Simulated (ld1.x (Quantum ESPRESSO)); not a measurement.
**Pr (Z = 59), PAW: configuration errors across variants**

Pr, PAW, made with ld1.x (Quantum ESPRESSO) 7.5 (PBEsol, scalar-relativistic). Core [Kr] 4d10, reference 4f3 5s2 5p6 5d0 6s1 6p1. Waves: 5s (bound): rcut 1.90, rcutus 2.05 bohr; 6s (bound): rcut 1.90, rcutus 2.05 bohr; 5p (bound): rcut 2.30, rcutus 2.80 bohr; 6p (bound): rcut 2.30, rcutus 2.80 bohr; 5d (bound, empty): rcut 2.80, rcutus 3.00 bohr; 5d channel at 0.75 Ry: rcut 2.80, rcutus 3.00 bohr; 4f (bound): rcut 1.70, rcutus 1.85 bohr; 4f channel at 0.65 Ry: rcut 1.70, rcutus 1.85 bohr. Local part: all-electron potential smoothed inside 2.40 bohr (lloc = -1). Core correction: Bessel-smoothed model core inside 1.80 bohr. Augmentation charge: BESSEL, radius 1.45 bohr.

All-electron excitation energies from the reference (eV): (1) 4f3 5s2 5p6 5d0 6s2 6p0 -2.291; (2) 4f3 5s2 5p6 5d0 6s1 6p0 3.449; (3) 4f3 5s2 5p6 5d0 6s0 6p0 13.981; (4) 4f3 5s2 5p6 5d1 6s0 6p0 4.341.

On the changes marked as counting shells twice: ld1.x takes every shell without a wave as core, so the model core holds the marked electrons as well and exchange and correlation see them twice. This cancels in the reference configuration, but the file is broken for other ones, and its errors say nothing about a proper core correction.

The overlap operator is not positive definite (basis up to 400 Ry) in “base”, “core correction Bessel-smoothed model core inside 1.56 bohr”, “local potential all-electron potential smoothed inside 1.22 bohr (lloc = -1)”, “augmentation BESSEL, radius 1.90 bohr”. Such files are unfit for use, however small their errors in these radial tests.

Tests that are not counted but printed errors over 1 eV. “augmentation BESSEL, radius 1.90 bohr”: 4f2 5s2 5p6 5d0 6s2 6p0 (solver errors, printed error -1008 eV); 4f1 5s2 5p6 5d0 6s0 6p0 (solver errors, printed error -596 eV).

1 further variants failed, have other tests or too few solved ones, and are left out.

A true bound ghost makes a file unfit for plane-wave use even where its test errors are small: the radial tests pick states by their node count and pass the ghost by.

Errors AE − PS in meV (a dash: test not solved or not reliable):

| change | (1) | (2) | (3) | (4) | bound ghosts |
| --- | --- | --- | --- | --- | --- |
| base | +1.6 | -0.2 | -4.2 | -1.7 | not determined (overlap not positive) |
| core correction Bessel-smoothed model core inside 1.56 bohr | +1.9 | +0.2 | -3.8 | -1.0 | not determined (overlap not positive) |
| type TM; waves now 5s (bound): rc 2.05 bohr; 5p (bound): rc 2.80 bohr; 5d (bound): rc 3.00 bohr; 4f (bound): rc 1.85 bohr; local potential all-electron potential smoothed inside 2.05 bohr (lloc = -1) (6p, 6s counted twice) | +47 | -236 | -952 | -541 | none |
| local potential all-electron potential smoothed inside 1.22 bohr (lloc = -1) | +11 | +2.4 | +0.1 | +4.3 | s (p not tested, overlap not positive) |
| augmentation BESSEL, radius 1.90 bohr | +1.3 | -1.1 | -5.1 | -2.8 | not determined (overlap not positive) |

Q: Give the same row for: waves 5p (bound): rcut 1.82, rcutus 1.92 bohr; 6p (bound): rcut 1.82, rcutus 1.92 bohr.

A: +0.7, -1.2, -4.8, -2.7; bound ghosts: none.
